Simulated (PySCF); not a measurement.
Calculation: TPSSh-D3(BJ)/def2-TZVP // BP86-D3(BJ)/def2-SVP in PySCF. Gas-phase values, no solvent. One relaxed conformer stands for a flexible species; it need not be the lowest. 

Reference species: [Mo(F)5(NH2)] (neutral, multiplicity 1).

```json
{
 "coordination_number": "6",
 "mean_distance_from_the_central_atom_to_its_bonded_neighbours": "1.874 Å"
}
```

Changed species: [Mo(F)3(NH2)3] (3 of 6 F replaced by NH2; the reference has 1 of 6 F replaced by NH2).

Question: Give the shifts of the coordination number and mean distance from the central atom to its bonded neighbours.

Answer: the coordination number hardly moves; the mean distance from the central atom to its bonded neighbours goes up by 0.055 Å, to 1.929 Å.
